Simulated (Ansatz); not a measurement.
AlRu₂⁺. The state is a singlet with charge 1. Geometry r2SCAN-D4/def2-TZVP; atoms count from 1.

```xyz
3

Ru   -0.944    0.260    0.747
Ru    0.649    1.066   -0.384
Al    0.296   -1.327   -0.363
```

In the def2 sets Ru takes a core potential; there is no spin–orbit coupling. The restricted singlet is unstable: a solution with broken spin symmetry lies lower. The geometry of the singlet was relaxed on an unsound state (restricted singlet, unstable towards broken spin symmetry). At PBE0-D4/def2-TZVP a quintet of charge 1 lies 1.48 eV below the restricted singlet, each at its own geometry. That quintet is doubtful there (⟨S²⟩ 6.69, where a pure state has 6.00). The structure comes from a short search, and lower isomers may exist.

Estimate the Mulliken populations from the PBE0/def2-TZVP orbitals of Ansatz.


```
atom  charge (e)  d electrons
 Ru1        0.34         7.24
 Ru2        0.27         7.12
 Al3        0.39            –
```
Mulliken values and Mayer orders depend strongly on the basis.

And the Mayer bond orders between bonded heavy atoms (over 0.3)?

Ru1–Ru2 2.44 (2.11 Å); Ru1–Al3 1.40 (2.30 Å); Ru2–Al3 0.94 (2.42 Å).
